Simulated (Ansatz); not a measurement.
`Sc1cnc(-c2cnc(-c3cnc(-c4cnc(-c5cnc(-c6cnc(S)s6)s5)s4)s3)s2)s1`. The state is a triplet with charge 0. Geometry PBE-D4/def2-SVP, that of the neutral singlet; atoms count from 1.

```tsv
atom	x (Å)	y (Å)	z (Å)
S1	-6.833	-5.570	-7.678
C2	-6.611	-4.999	-6.028
C3	-7.512	-5.159	-4.978
N4	-7.136	-4.636	-3.781
C5	-5.952	-4.059	-3.843
C6	-5.300	-3.421	-2.726
C7	-5.796	-3.307	-1.422
N8	-5.006	-2.662	-0.532
C9	-3.878	-2.250	-1.088
C10	-2.849	-1.536	-0.378
C11	-2.870	-1.170	0.972
N12	-1.787	-0.498	1.429
C13	-0.888	-0.314	0.474
C14	0.364	0.367	0.662
C15	1.402	0.634	-0.236
N16	2.468	1.308	0.258
C17	2.303	1.587	1.546
C18	3.271	2.295	2.340
C19	3.249	2.662	3.688
N20	4.332	3.334	4.149
C21	5.228	3.514	3.187
C22	6.480	4.197	3.383
C23	7.519	4.472	2.500
N24	8.588	5.150	3.008
C25	8.402	5.412	4.285
S26	9.550	6.272	5.303
S27	6.880	4.841	4.965
S28	4.767	2.842	1.619
S29	0.777	1.015	2.231
S30	-1.356	-0.988	-1.099
S31	-3.734	-2.657	-2.809
S32	-5.208	-4.136	-5.458
H33	-5.644	-5.109	-8.158
H34	-8.480	-5.672	-5.077
H35	-6.772	-3.715	-1.126
H36	-3.714	-1.409	1.634
H37	1.388	0.330	-1.293
H38	2.414	2.434	4.368
H39	7.518	4.176	1.439
H40	10.430	6.426	4.272
```

Single mean-field runs in def2-SVP are fitted with def2-universal-jkfit. At PBE0-D4/def2-SVP a singlet of charge 0 lies 1.77 eV below the triplet at the same geometry.

Problem. Estimate the Mulliken populations of the heavy atoms from the PBE0/def2-SVP orbitals of Ansatz.

Solution. 
| atom | charge (e) | spin (α − β) |
| --- | --- | --- |
| S1 | 0.06 | 0.04 |
| C2 | -0.24 | 0.15 |
| C3 | 0.11 | -0.04 |
| N4 | -0.16 | 0.13 |
| C5 | -0.07 | -0.08 |
| C6 | -0.11 | 0.28 |
| C7 | 0.12 | -0.04 |
| N8 | -0.16 | 0.13 |
| C9 | -0.05 | 0.05 |
| C10 | -0.11 | 0.22 |
| C11 | 0.13 | 0.20 |
| N12 | -0.16 | -0.02 |
| C13 | -0.04 | 0.28 |
| C14 | -0.12 | -0.03 |
| C15 | 0.09 | 0.25 |
| N16 | -0.17 | -0.08 |
| C17 | -0.04 | 0.21 |
| C18 | -0.13 | -0.08 |
| C19 | 0.09 | 0.15 |
| N20 | -0.18 | -0.05 |
| C21 | -0.03 | 0.11 |
| C22 | -0.16 | -0.04 |
| C23 | 0.09 | 0.07 |
| N24 | -0.18 | -0.01 |
| C25 | -0.10 | 0.03 |
| S26 | 0.04 | 0.01 |
| S27 | 0.20 | 0.00 |
| S28 | 0.18 | 0.00 |
| S29 | 0.17 | 0.03 |
| S30 | 0.10 | 0.07 |
| S31 | 0.11 | 0.07 |
| S32 | 0.13 | 0.02 |
Mulliken values depend strongly on the basis.

Problem. Where does the spin sit?

Solution. Summed by element: S 0.24, C 1.69, N 0.10, H -0.04, of 2 unpaired in all. Largest on single atoms: C13 0.28, C6 0.28, C15 0.25.

Problem. And the Mayer bond orders between heavy atoms (over 0.3)?

Solution. S1–C2 1.08 (1.76 Å); C2–C3 1.45 (1.39 Å); C2–S32 1.14 (1.74 Å); C3–N4 1.39 (1.36 Å); N4–C5 1.62 (1.32 Å); C5–C6 1.21 (1.44 Å); C5–S32 1.06 (1.78 Å); C6–C7 1.31 (1.40 Å); C6–S31 1.12 (1.74 Å); C7–N8 1.49 (1.35 Å); N8–C9 1.49 (1.32 Å); C9–C10 1.33 (1.44 Å); C9–S31 1.02 (1.77 Å); C10–C11 1.20 (1.40 Å); C10–S30 1.10 (1.75 Å); C11–N12 1.54 (1.35 Å); N12–C13 1.47 (1.32 Å); C13–C14 1.31 (1.44 Å); C13–S30 1.00 (1.77 Å); C14–C15 1.29 (1.40 Å); C14–S29 1.10 (1.75 Å); C15–N16 1.45 (1.35 Å); N16–C17 1.56 (1.33 Å); C17–C18 1.21 (1.44 Å); C17–S29 1.07 (1.77 Å); C18–C19 1.41 (1.40 Å); C18–S28 1.12 (1.75 Å); C19–N20 1.40 (1.36 Å); N20–C21 1.62 (1.33 Å); C21–C22 1.17 (1.44 Å); C21–S28 1.11 (1.77 Å); C22–C23 1.48 (1.39 Å); C22–S27 1.12 (1.75 Å); C23–N24 1.35 (1.36 Å); N24–C25 1.59 (1.32 Å); C25–S26 1.09 (1.76 Å); C25–S27 1.11 (1.76 Å).
